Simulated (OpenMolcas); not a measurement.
Co2+ with its 6 nearest oxide ions at 2.223 Å, on the Ca site of CaO (a = 4.8105 Å, distance in the model lattice 2.405 Å). The rest of the host is ab initio model potentials to 7.6 Å, with orthogonalisation functions on the cations behind the ligands, and point charges beyond; the distance is set by hand and nothing relaxes. Ligand basis ANO-RCC-VDZP.

```json
{"Program": "OpenMolcas 26.06", "Method": "CASSCF", "Basis": "ANO-RCC-VTZP [6s5p3d2f1g]", "Scalar Hamiltonian": "DKH2, point nucleus", "Active space": "7 electrons in 5 orbitals (3d)", "State averaging": "2S+1 = 4 even, 10 roots; 2S+1 = 2 even, 40 roots", "Spin-orbit coupling": "state interaction with AMFI integrals over the reference wave functions"}
```

What is the spin-free ground state (labels of O, the rotations of Oh)?

4T1, 3-fold in its orbital part, 98 % from free-ion F terms; it has the highest spin that d7 allows.

Where is the first state of the same spin?

4T2 at 5490 cm-1 above the ground state.

What are the lowest two levels with spin-orbit coupling?

A 2-fold level Γ6 with g = 4.48, 4.48, 4.48, then a 4-fold level Γ8 354.0 cm-1 above it. Their leading multiplicities are 4 (100 %) and 4 (100 %).

What is χT at 300 K, and how does it compare with the textbook value?

The lowest level has 2S+1 = 4, for which the spin-only value is χT = S(S+1) / 2 = 1.875 cm3 K/mol (g = 2). The computed 3.629 at 300 K differs by +1.754, through orbital momentum, spin-orbit coupling and any other state in reach. With a threefold ground state the orbital momentum is unquenched, so the spin-only value is not expected to hold.

Which ligand-field parameters describe the states?

A least-squares ligand-field fit to the states below 45000 cm-1, each weighted by its degeneracy and with a free common offset, gives 10Dq = 6326 cm-1, B = 1198 cm-1 and C = 4410 cm-1 (C/B = 3.68), with an rms deviation of 61 cm-1. The same method and metal basis give the free ion B = 1229 cm-1 (fit to its terms below 60000 cm-1, rms deviation 20 cm-1), so the nephelauxetic ratio is β = 1198 / 1229 = 0.97; it hangs on how both fits weigh the states, and computed free-ion B values tend to be too large, so β mixes covalency with correlation.

An orbital triplet at a regular site is open to Jahn-Teller coupling, which can distort the site and quench the lowest spin-orbit gaps and is left out. Without dynamic correlation the repulsion within the d shell is too large (B by tens of per cent), so at a given field states of lower spin stand too high. Ligand-to-metal charge-transfer states are missing. With no ligand orbital active B as a rule stays too high, so bands that hang on it stand too high and its fall with covalency is understated. With metal d orbitals alone and no dynamic correlation 10Dq can be off by a tenth to a fifth, either way, in oxide and fluoride hosts. No measured value stands beside these numbers; the geometry was set by hand and not optimised.
